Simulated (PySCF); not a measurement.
**How methods differ on the fine-structure interval of Yb³⁺**

Yb³⁺ [Xe] 4f13 [4f5/2^6 4f7/2^7, M_J = 7/2] → Yb³⁺ [Xe] 4f13 [4f5/2^5 4f7/2^8, M_J = 5/2], as a difference of total energies. Computed with PySCF 2.14 in x2c-TZVPPall-2c, with the two-component X2C-1e Hamiltonian. Correlated levels: [Ar] 3d10 frozen; the 18 highest virtual spinors dropped. "Screened" scales the spin-orbit matrix elements by Boettger's factors to mimic the two-electron term; Breit and QED terms are absent.

```json
{"method": "GHF (screened spin-orbit)", "fine-structure interval (cm⁻¹)": "11132"}
{"method": "GMP2 (screened spin-orbit)", "fine-structure interval (cm⁻¹)": "11047"}
{"method": "GHF (bare spin-orbit)", "fine-structure interval (cm⁻¹)": "18642"}
```
